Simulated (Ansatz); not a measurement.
Consider the homolysis of the B–O bond: `OB(Cl)O[SiH3]` → `[SiH3]O[B]Cl`• + `[OH]`•.

Calculated with Ansatz (gas phase, PBE0-D4/def2-TZVP geometries, no zero-point term in ΔE). CCSD(T)/CBS is the MP2 limit (def2-TZVPP, def2-QZVPP) plus CCSD(T) − MP2 in def2-TZVPP, frozen cores. This one scheme is used for every species. DFT in def2-TZVPP. Open shells (•) are unrestricted, without spin–orbit coupling. One conformer a species, not always the lowest.

`OB(Cl)O[SiH3]`:

```xyz
9

O    -0.394   -0.760    1.512
B     0.609   -0.887    0.608
Cl    1.910   -2.064    0.878
O     0.634   -0.130   -0.501
Si   -0.398    1.044   -1.059
H    -0.312   -1.350    2.264
H     0.160    1.506   -2.349
H    -0.456    2.168   -0.093
H    -1.753    0.474   -1.259
```

`[SiH3]O[B]Cl`•:

```xyz
7

Si    0.312    0.899    0.442
O    -0.480   -0.349   -0.330
B    -0.161   -1.604   -0.610
Cl   -1.223   -2.701   -1.458
H    -0.535    1.312    1.583
H     1.641    0.440    0.908
H     0.446    2.003   -0.534
```

`[OH]`•:

```xyz
2

O    -0.414    0.079    0.243
H     0.414   -0.079   -0.243
```

```tsv
level	ΔE (kJ/mol)	difference from CCSD(T)/CBS
LDA (SPW92)	714.8	78.9
BHLYP-D4	602.8	-33.1
CAM-B3LYP-D4	626.3	-9.6
revPBE	588.9	-47.0
BLYP	598.4	-37.5
r2SCAN0	601.2	-34.7
CCSD/def2-SVP	618.3	-17.6
SCS-MP2/def2-TZVPP	639.6	3.7
MP2/def2-QZVPP	660.3	24.4
SCS-MP2/def2-QZVPP	647.5	11.6
CCSD(T)/CBS	635.9	0
```

Largest T1 diagnostic among the species: 0.015.

Leaving LDA and LC-ωPBE aside and taking each functional with its dispersion term where it has one, the values, not all of them listed here, spread over 37.1 kJ/mol, from r2SCAN0-D4 to ωB97M-V. LDA lies +95.8 kJ/mol from PBE without D4, its usual overbinding. At CCSD(T), def2-SVP lies −12.3 kJ/mol from the extrapolated value and def2-TZVPP −12.5 kJ/mol. From r2SCAN to r2SCAN0 (25 % exact exchange), in def2-TZVPP and without D4, ΔE moves by −6.7 kJ/mol: exact exchange takes away binding that semilocal exchange gives to molecules.
